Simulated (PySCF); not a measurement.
silylmethoxysilane (CH8OSi2), SMILES [SiH3]CO[SiH3].

Coordinates come from a B3LYP-D3(BJ)/def2-SVP optimisation. One conformer was computed; it need not be the lowest.

The numbers are results of TDA-PBE/def2-SVPD (PySCF), not measurements.

Vertical excitations. Gas-phase values at a fixed geometry.

Computed UV-visible absorptions:
```csv
state,energy (eV),λ (nm),f,main pairs
S1,5.55,224,0.002,HOMO→LUMO 99 %
S2,6.13,202,0.024,HOMO→LUMO+1 97 %
S3,6.59,188,0.023,HOMO→LUMO+2 88 %
S4,6.70,185,0.025,"HOMO−1→LUMO 53 %, HOMO→LUMO+3 41 %"
S5,6.72,185,0.078,"HOMO→LUMO+3 45 %, HOMO−1→LUMO 44 %, HOMO→LUMO+2 7 %"
S6,6.87,181,0.005,HOMO→LUMO+4 98 %
S7,6.96,178,0.002,HOMO→LUMO+5 97 %
S8,7.21,172,0.013,"HOMO→LUMO+6 52 %, HOMO−1→LUMO+1 45 %"
S9,7.30,170,0.028,"HOMO−1→LUMO+1 50 %, HOMO→LUMO+6 36 %, HOMO→LUMO+7 9 %"
S10,7.40,168,0.012,"HOMO−2→LUMO 50 %, HOMO→LUMO+7 41 %"
T1,5.29,234,0,HOMO→LUMO 99 %
T2,5.89,211,0,HOMO→LUMO+1 98 %
T3,6.43,193,0,HOMO−1→LUMO 91 %
T4,6.43,193,0,HOMO→LUMO+2 89 %
```
Triplets are in the Tamm–Dancoff approximation.
